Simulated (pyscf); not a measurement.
# C₂H₂Br+ (SMILES C1=C[Br+]1), singlet

Gas-phase minimum from PySCF at ωB97X-D3(BJ)/def2-SVP, one conformer. 

```
C
C 1 1.2658
H 1 1.0925 2 161.71
H 2 1.0925 1 161.72 3 -0.03
Br 1 2.0116 3 126.62 2 179.99
```
Charge +1, spin multiplicity 1.

Properties at ωB97X-D3(BJ)/def2-SVP:

```yaml
harmonic_wavenumbers_unscaled: 372, 512, 714, 757, 894, 916, 1837, 3277, 3355 cm⁻¹
zero_point_energy: 18.1 kcal/mol
rotational_symmetry_number: 2
Entropy of this conformer at 298 K and 1 atm, rigid rotor and harmonic oscillator, modes under 100 cm⁻¹ raised to 100: 268.0 J/(mol K)
dipole_moment: depends on origin
```

Single-point totals, which compare only within one level (frozen core for MP2 and CC):

```tsv
level	total energy (hartree)
ωB97X-D3(BJ)/def2-TZVP	-2651.12034
PBE/def2-TZVP	-2650.69101
r²SCAN/def2-TZVP	-2651.11007
B3LYP-D3(BJ)/def2-TZVP	-2651.20901
PBE0-D3(BJ)/def2-TZVP	-2650.78244
M06-2X/def2-TZVP	-2651.17643
ωB97M-D3(BJ)/def2-TZVP	-2651.20105
HF/def2-TZVPP	-2648.93739
MP2/def2-TZVPP	-2649.51099
CCSD/def2-TZVPP	-2649.52596
CCSD(T)/def2-TZVPP	-2649.55383
```

The CCSD(T) − MP2 part came from Ansatz, without density fitting, on the same reference. The frozen core leaves the outer d or s,p core shells of the metals and heavy elements correlated in the MP2 and CC values, and def2-TZVPP describes them poorly, so these totals are far from the basis limit. Elements up to Kr have no core potential and no relativistic terms here.
